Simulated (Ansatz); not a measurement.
# Nudged elastic band run: AsFGeH₆

Input file:

```yaml
crystal:
  periodic: [false, false, false]
  atoms:
    - { symbol: Ge, position_ang: [-1.171916, -0.545206, -1.474013] }
    - { symbol: F, position_ang: [0.548746, -0.856346, -1.408212] }
    - { symbol: H, position_ang: [-1.804781, -1.77344, -2.145507] }
    - { symbol: H, position_ang: [-1.636616, -0.375767, -0.019663] }
    - { symbol: H, position_ang: [-1.352314, 0.735847, -2.301467] }
    - { symbol: H, position_ang: [1.324547, 0.306444, 0.612233] }
    - { symbol: As, position_ang: [0.956747, 1.192175, 1.794848] }
    - { symbol: H, position_ang: [2.408653, 1.326669, 2.23692] }
    - { symbol: H, position_ang: [0.726934, -0.010576, 2.704863] }
basis:
  gaussian: { orbitals: def2-SVP }
hamiltonian:
  xc: pbe0
  dispersion: d4
neb:
  order_check: false
  images: 8
  f_tol: 0.05
  max_iterations: 41
  climbing: false
  final_atoms:
    - { symbol: Ge, position_ang: [-1.04861642, 0.09326682, -0.28811713] }
    - { symbol: F, position_ang: [1.99587934, -0.43380317, -1.32374132] }
    - { symbol: H, position_ang: [-0.45303978, -1.29739413, -0.63845628] }
    - { symbol: H, position_ang: [-2.5190782, -0.13750952, 0.10193973] }
    - { symbol: H, position_ang: [-0.97735645, 0.97495444, -1.54359226] }
    - { symbol: H, position_ang: [1.30760148, -1.02199755, -1.12935118] }
    - { symbol: As, position_ang: [0.1413385, 1.16316916, 1.52876742] }
    - { symbol: H, position_ang: [1.47219207, 0.75861283, 0.90878317] }
    - { symbol: H, position_ang: [0.08107946, -0.09949889, 2.38376987] }
  initial_path:
    images:
      - { positions_ang: [[-1.171916, -0.545206, -1.474013], [0.548746, -0.856346, -1.408212], [-1.804781, -1.77344, -2.145507], [-1.636616, -0.375767, -0.019663], [-1.352314, 0.735847, -2.301467], [1.324547, 0.306444, 0.612233], [0.956747, 1.192175, 1.794848], [2.408653, 1.326669, 2.23692], [0.726934, -0.010576, 2.704863]] }
      - { positions_ang: [[-1.12135796, -0.4553764, -1.29511559], [0.67776349, -0.76817851, -1.3040419], [-1.6160916, -1.73950341, -1.87581178], [-1.81728292, -0.25728522, -0.08505775], [-1.21179911, 0.73189627, -2.20904886], [1.3163388, 0.27339893, 0.49268779], [0.80605998, 1.10253742, 1.76464318], [2.24115373, 1.25449421, 1.95229257], [0.7252156, -0.14218328, 2.55945435]] }
      - { positions_ang: [[-1.07079991, -0.3655468, -1.11621819], [0.80678097, -0.68001102, -1.1998718], [-1.4274022, -1.70556681, -1.60611656], [-1.99794985, -0.13880344, -0.15045251], [-1.07128422, 0.72794553, -2.11663073], [1.30813059, 0.24035386, 0.37314258], [0.65537296, 1.01289983, 1.73443837], [2.07365446, 1.18231941, 1.66766513], [0.7234972, -0.27379056, 2.41404571]] }
      - { positions_ang: [[-1.02024187, -0.2757172, -0.93732078], [0.93579846, -0.59184353, -1.0957017], [-1.2387128, -1.67163022, -1.33642134], [-2.17861677, -0.02032166, -0.21584726], [-0.93076933, 0.7239948, -2.02421259], [1.29992239, 0.20730878, 0.25359737], [0.50468593, 0.92326225, 1.70423355], [1.90615519, 1.11014462, 1.3830377], [0.7217788, -0.40539785, 2.26863706]] }
      - { positions_ang: [[-0.96968382, -0.1858876, -0.75842337], [1.06481595, -0.50367604, -0.99153161], [-1.0500234, -1.63769362, -1.06672613], [-2.35928369, 0.09816011, -0.28124201], [-0.79025444, 0.72004407, -1.93179446], [1.29171418, 0.17426371, 0.13405216], [0.35399891, 0.83362467, 1.67402874], [1.73865592, 1.03796983, 1.09841026], [0.7200604, -0.53700513, 2.12322842]] }
      - { positions_ang: [[-0.95598387, -0.11494618, -0.62665717], [1.22560854, -0.45672684, -0.98214598], [-0.89982993, -1.58479964, -0.89927605], [-2.45733505, 0.12463317, -0.2677306], [-0.74859249, 0.74661156, -1.84758615], [1.28983135, 0.02665909, -0.0594572], [0.26339797, 0.8304018, 1.64446423], [1.6346047, 0.97485248, 0.9508395], [0.64829878, -0.54688545, 2.0875514]] }
      - { positions_ang: [[-0.97914201, -0.06289293, -0.54202216], [1.41817624, -0.45099592, -1.06754481], [-0.78813239, -1.51294826, -0.83407111], [-2.47277084, 0.0590975, -0.17531302], [-0.80578348, 0.80369728, -1.77158768], [1.29427388, -0.23550507, -0.32693069], [0.2328831, 0.91359364, 1.61554002], [1.59400155, 0.92079256, 0.94032542], [0.50649395, -0.43503881, 2.16160602]] }
      - { positions_ang: [[-1.00230014, -0.01083968, -0.45738715], [1.61074394, -0.445265, -1.15294365], [-0.67643486, -1.44109688, -0.76886616], [-2.48820662, -0.00643817, -0.08289543], [-0.86297447, 0.860783, -1.69558921], [1.29871641, -0.49766923, -0.59440419], [0.20236823, 0.99678548, 1.58661582], [1.55339839, 0.86673265, 0.92981133], [0.36468912, -0.32319217, 2.23566064]] }
      - { positions_ang: [[-1.02545828, 0.04121357, -0.37275214], [1.80331164, -0.43953409, -1.23834249], [-0.56473732, -1.36924551, -0.70366122], [-2.50364241, -0.07197384, 0.00952215], [-0.92016546, 0.91786872, -1.61959073], [1.30315895, -0.75983339, -0.86187769], [0.17185337, 1.07997732, 1.55769162], [1.51279523, 0.81267274, 0.91929725], [0.22288429, -0.21134553, 2.30971525]] }
      - { positions_ang: [[-1.04861642, 0.09326682, -0.28811713], [1.99587934, -0.43380317, -1.32374132], [-0.45303978, -1.29739413, -0.63845628], [-2.5190782, -0.13750952, 0.10193973], [-0.97735645, 0.97495444, -1.54359226], [1.30760148, -1.02199755, -1.12935118], [0.1413385, 1.16316916, 1.52876742], [1.47219207, 0.75861283, 0.90878317], [0.08107946, -0.09949889, 2.38376987]] }
```

Run as:

```bash
$ ansatz run input.yaml --threads 2 --pin off --max-ram 3072MiB --backend cpu --events-out ev --progress --plain --runs-dir out
```

Output, in part (warnings, iteration lines, the closing report on the highest movable image, with atoms numbered from 0):

```
NEB end point (image 0): max|allowed force component| = 2.242e-2 eV/Å (the criterion of neb.relax_end_points is 1.000e-2)
NEB end point (image 9): max|allowed force component| = 1.726e-2 eV/Å (the criterion of neb.relax_end_points is 1.000e-2)
NEB iter   1: max|band force component| = 4.792e1 eV/Å  barrier→ = 5.7016 eV  barrier← = 5.5991 eV  Δτ_max = 0.2000 Å  (239 SCF iters)
NEB iter   2: max|band force component| = 2.317e0 eV/Å  barrier→ = 2.1697 eV  barrier← = 2.0672 eV  Δτ_max = 0.2000 Å  (229 SCF iters)
NEB iter   3: max|band force component| = 1.021e0 eV/Å  barrier→ = 1.9146 eV  barrier← = 1.8121 eV  Δτ_max = 0.1978 Å  (218 SCF iters)
NEB iter   4: max|band force component| = 1.157e0 eV/Å  barrier→ = 1.9272 eV  barrier← = 1.8247 eV  Δτ_max = 0.0999 Å  (214 SCF iters)
NEB iter   5: max|band force component| = 5.273e-1 eV/Å  barrier→ = 1.8452 eV  barrier← = 1.7428 eV  Δτ_max = 0.1972 Å  (202 SCF iters)
NEB iter   6: max|band force component| = 3.264e-1 eV/Å  barrier→ = 1.7344 eV  barrier← = 1.6319 eV  Δτ_max = 0.2000 Å  (206 SCF iters)
NEB iter   7: max|band force component| = 3.918e-1 eV/Å  barrier→ = 1.7104 eV  barrier← = 1.6079 eV  Δτ_max = 0.1004 Å  (211 SCF iters)
NEB iter   8: max|band force component| = 3.631e-1 eV/Å  barrier→ = 1.7346 eV  barrier← = 1.6321 eV  Δτ_max = 0.1002 Å  (206 SCF iters)
NEB iter   9: max|band force component| = 2.958e-1 eV/Å  barrier→ = 1.7614 eV  barrier← = 1.6589 eV  Δτ_max = 0.1009 Å  (201 SCF iters)
NEB iter  10: max|band force component| = 2.747e-1 eV/Å  barrier→ = 1.7716 eV  barrier← = 1.6691 eV  Δτ_max = 0.1005 Å  (198 SCF iters)
NEB iter  11: max|band force component| = 3.829e-1 eV/Å  barrier→ = 1.7903 eV  barrier← = 1.6878 eV  Δτ_max = 0.0501 Å  (197 SCF iters)
NEB iter  12: max|band force component| = 2.436e-1 eV/Å  barrier→ = 1.7868 eV  barrier← = 1.6843 eV  Δτ_max = 0.0501 Å  (197 SCF iters)
NEB iter  13: max|band force component| = 2.570e-1 eV/Å  barrier→ = 1.7832 eV  barrier← = 1.6807 eV  Δτ_max = 0.0251 Å  (199 SCF iters)
NEB iter  14: max|band force component| = 2.143e-1 eV/Å  barrier→ = 1.7822 eV  barrier← = 1.6798 eV  Δτ_max = 0.0251 Å  (203 SCF iters)
NEB iter  15: max|band force component| = 9.638e-2 eV/Å  barrier→ = 1.7832 eV  barrier← = 1.6807 eV  Δτ_max = 0.0503 Å  (203 SCF iters)
NEB iter  16: max|band force component| = 1.782e-1 eV/Å  barrier→ = 1.7939 eV  barrier← = 1.6914 eV  Δτ_max = 0.0250 Å  (203 SCF iters)
NEB iter  17: max|band force component| = 1.357e-1 eV/Å  barrier→ = 1.7929 eV  barrier← = 1.6904 eV  Δτ_max = 0.0250 Å  (204 SCF iters)
NEB iter  18: max|band force component| = 8.940e-2 eV/Å  barrier→ = 1.7917 eV  barrier← = 1.6892 eV  Δτ_max = 0.0250 Å  (204 SCF iters)
NEB iter  19: max|band force component| = 7.832e-2 eV/Å  barrier→ = 1.7912 eV  barrier← = 1.6887 eV  Δτ_max = 0.0250 Å  (206 SCF iters)
NEB iter  20: max|band force component| = 6.222e-2 eV/Å  barrier→ = 1.7901 eV  barrier← = 1.6876 eV  Δτ_max = 0.0251 Å  (206 SCF iters)
NEB iter  21: max|band force component| = 6.489e-2 eV/Å  barrier→ = 1.7887 eV  barrier← = 1.6862 eV  Δτ_max = 0.0125 Å  (207 SCF iters)
NEB iter  22: max|band force component| = 4.866e-2 eV/Å  barrier→ = 1.7865 eV  barrier← = 1.6840 eV  Δτ_max = 0.0000 Å  (384 SCF iters)
Total energy: -120138.56008446 eV, -4415.0106502631 hartree
Atom 0 at    -0.891352    -0.278632    -0.894956 Å, force     0.011978    -0.080090    -0.091883 eV/Å
Atom 1 at     0.968636    -1.013458    -0.728354 Å, force    -0.069990    -0.036621    -0.045146 eV/Å
Atom 2 at    -1.050086    -1.386365    -1.950825 Å, force    -0.065258    -0.030894    -0.078106 eV/Å
Atom 3 at    -1.935639    -0.512341     0.206215 Å, force     0.050174    -0.021986     0.036868 eV/Å
Atom 4 at    -0.919009     1.098493    -1.559528 Å, force     0.037728     0.008144    -0.012345 eV/Å
Atom 5 at     0.999225    -0.285233     0.131131 Å, force    -0.073595     0.126084     0.097482 eV/Å
Atom 6 at     0.379910     1.064632     1.294556 Å, force     0.070252     0.004011     0.013588 eV/Å
Atom 7 at     1.876680     1.328134     1.149200 Å, force     0.010475     0.026206     0.054119 eV/Å
Atom 8 at     0.571636    -0.015431     2.352563 Å, force     0.028237     0.005147     0.025423 eV/Å
Dipole moment:    -0.207142    -0.098090    -0.200559 e Å
```

The forces met the threshold. Neighbouring images differ by up to 1.3 eV, so the band resolves the path poorly. No image climbed, so the highest image needn't sit at the top of the path. The orbitals stay closed-shell, which can raise the energy where a bond breaks towards radicals; this wasn't checked here.

Final band (atoms are numbered from 1 in the order of the input):

```
image  path coordinate (Å)  energy (kcal/mol)  Ge1–F2 (Å)  H6–As7 (Å)  Ge1–As7 (Å)
    0                 0.00                0.0        1.75        1.52         4.27
    1                 0.80               -0.1        1.75        1.52         4.04
    2                 1.59                0.9        1.75        1.52         3.67
    3                 2.39               11.0        1.78        1.54         3.24
    4                 3.18               41.2        2.01        1.89         2.87
    5                 3.97               23.3        2.54        2.24         2.59
    6                 4.77                7.7        3.06        2.49         2.47
    7                 5.56                3.4        3.39        2.80         2.44
    8                 6.36                2.9        3.39        3.27         2.43
    9                 7.15                2.4        3.26        3.63         2.42
```

Run time: 9.8 min on 2 threads of Intel(R) Xeon(R) Platinum 8488C (Sapphire Rapids) (shared host), peak memory 0.3 GiB.
